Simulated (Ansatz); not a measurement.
`[CH3][GeH2][I]`. Total charge 0; spin multiplicity 1. I: def2 effective core potential.

Z-matrix (Å, degrees):
```
C
Ge 1 1.943
H 1 1.090 2 109.9
H 1 1.090 2 109.9 3 120.0
H 1 1.092 2 109.6 3 -120.0
I 2 2.525 1 108.3 3 -60.0
H 2 1.536 1 112.4 3 57.3
H 2 1.536 1 112.4 3 -177.3
```

List the harmonic frequencies (cm⁻¹, unscaled) at PBE0-D4/def2-TZVP in Ansatz. (Estimate.)

Computed: 138, 139, 247, 434, 596, 614, 685, 839, 867, 873, 1265, 1447, 1454, 2157, 2164, 3064, 3156, 3171.

Is this a minimum?

Yes, all 18 modes are real.

Give the ideal-gas thermochemistry at 298.15 K and 1 bar (rigid rotor, harmonic oscillator; point group Cs, symmetry number 1).

Zero-point energy 139.4 kJ/mol; H(298) − E = 156.5 kJ/mol; entropy 332.4 J/(mol·K), of which translation 175.9, rotation 114.6, vibration 41.9; G(298) − E = 57.4 kJ/mol.

And at 400, 500, 600, 800 and 1000 K?


```tsv
T (K)	H − E (kJ/mol)	S (J/mol/K)	G − E (kJ/mol)
400	165.8	358.9	22.2
500	176.1	381.9	-14.9
600	187.4	402.5	-54.1
800	212.5	438.5	-138.3
1000	240.1	469.2	-229.2
```
